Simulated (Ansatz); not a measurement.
Consider the ligand exchange at the Si–N bond: `N[SiH2]F` + `N[SiH2]S` → `N[SiH2]S[SiH2]F` + NH₃.

Program: Ansatz. Geometries: PBE0-D4/def2-TZVP. ΔE: electronic, gas phase. CCSD(T)/CBS adds triple-zeta CCSD(T) − MP2 to the extrapolated MP2 energy (def2 sets, frozen cores). This one scheme is used for every species. Functionals use def2-TZVPP. B3LYP here is the variant with VWN-RPA as its local correlation; programs differ in this. One conformer a species, not always the lowest.

Is it downhill or uphill in electronic energy at CCSD(T)/CBS, and by how much? (Best estimate.)

Computed: Downhill: ΔE = -1.4 kcal/mol.

What do these levels give: PBE0-D4, ωB97X-V, ωB97M-V, PBE, r2SCAN, PBE0, B3LYP, MP2/def2-TZVPP, MP2/def2-QZVPP, SCS-MP2/def2-QZVPP, HF/CBS(def2), CCSD/CBS(def2)? (An estimate is asked.)

The calculation gave: PBE0-D4 -2.7, ωB97X-V -0.7, ωB97M-V -0.8, PBE -2.2, r2SCAN -1.7, PBE0 -1.5, B3LYP 1.2, MP2/def2-TZVPP -1.5, MP2/def2-QZVPP -1.8, SCS-MP2/def2-QZVPP -0.6, HF/CBS(def2) 3.4, CCSD/CBS(def2) -0.4 kcal/mol.

Largest T1 diagnostic among the species: 0.012.

In def2-TZVPP, CCSD(T) changes the Hartree–Fock value by −3.9 kcal/mol (the triples alone add −1.0 kcal/mol) and MP2 by −4.7 kcal/mol. The D4 term adds −2.1 kcal/mol with B3LYP and −1.2 kcal/mol with PBE0; it sums over pairs of atoms, weighted by their polarisabilities, and B3LYP, whose exchange is more repulsive, gets the larger term.
